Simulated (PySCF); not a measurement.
**Relaxation of singlet CeH₃⁺**

Computed with PBE0/[Ce def2-TZVP with ECP28, H def2-TZVP], scalar-relativistic core potentials, density fitting, no spin–orbit coupling, PySCF. A (50,194) grid was used.

A start displaced from a saddle point along its imaginary mode, of C3v symmetry, held to at least that symmetry:

Coordinates in bohr (charge 1 multiplicity 1):
```
Ce    0.0000    0.0000    0.0049
H     3.6057    0.0000   -0.2268
H    -1.8028    3.1227   -0.2268
H    -1.8029   -3.1226   -0.2268
```

(1) What does it relax to?

(2) How much energy is released, and in how many steps?

Results:

(1) It ends at C3v with Ce–H 1.901 Å (×3); H–Ce–H 109.9° (×3). A frequency run shows a minimum.

(2) 4.8 kJ/mol in 7 steps.

The relaxation took of the order of 80 core-seconds on a shared host.
